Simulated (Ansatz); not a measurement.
Abridged output of a molecular run in Ansatz:

```
Functional definition: HF
861 factors; integrals over basis functions are off by at most 5.8e-4 eV
mean field evaluation 1: about -60242.5189 eV, gradient 4.7e1 eV
mean field evaluation 2: about -60242.5914 eV, gradient 4.7e1 eV
mean field evaluation 4: about -60247.0973 eV, gradient 3.7e0 eV
mean field evaluation 8: about -60247.1576 eV, gradient 3.8e-1 eV
mean field -60247.15840448 eV, -2214.0422343741 hartree, gradient 1.6e-6 eV, S^2 0.000000; 0 other end points of the search recorded, 0 dependent functions left out
13 core orbitals not correlated: weight in the atoms' cores, before any rotation towards them, 1.000 or more for the frozen orbitals, at most 0.000 for the correlated occupied ones
reference -60247.15840448 eV, -2214.0422343741 hartree; 18, 18 occupied and 57, 57 virtual orbitals, 861 factors
second order -23.17485660 eV of doubles, -0.00000000 eV of singles
cycle   1  -22.14814022 eV  change     1.0e0 eV  update   1.3e-1
cycle   2  -22.84197559 eV  change   -6.9e-1 eV  update   4.1e-2
cycle   3  -22.99329561 eV  change   -1.5e-1 eV  update   2.1e-2
cycle   4  -22.98923946 eV  change    4.1e-3 eV  update   5.8e-3
cycle   5  -22.98842402 eV  change    8.2e-4 eV  update   2.5e-3
cycle   6  -22.99009015 eV  change   -1.7e-3 eV  update   7.2e-4
cycle   7  -22.99031594 eV  change   -2.3e-4 eV  update   2.6e-4
cycle   8  -22.99029810 eV  change    1.8e-5 eV  update   8.0e-5
cycle   9  -22.99030042 eV  change   -2.3e-6 eV  update   3.2e-5
perturbative correction -0.67782620 eV, -0.0249096534 hartree
Total energy: -60270.82653110 eV, -2214.9120219844 hartree
```

Its atoms:

```xyz
5

N     1.3427    1.5503   -1.2945
C     0.7052    0.8146   -0.6800
Ga   -0.3487   -0.4025    0.3362
F     0.1491   -0.9475    1.8953
F    -1.8483   -1.0149   -0.2571
```

(1) Which basis set was used?
A. def2-SVP
B. def2-TZVPPD
C. cc-pV(Q+d)Z
D. def2-QZVPP

(2) Write the keys of the input that set method, charge and spin (a neutral closed shell needs none for the last two).

Answers

(1) A. It gives 88 functions.

(2) 
```yaml
correlation: {method: ccsd_t}
```
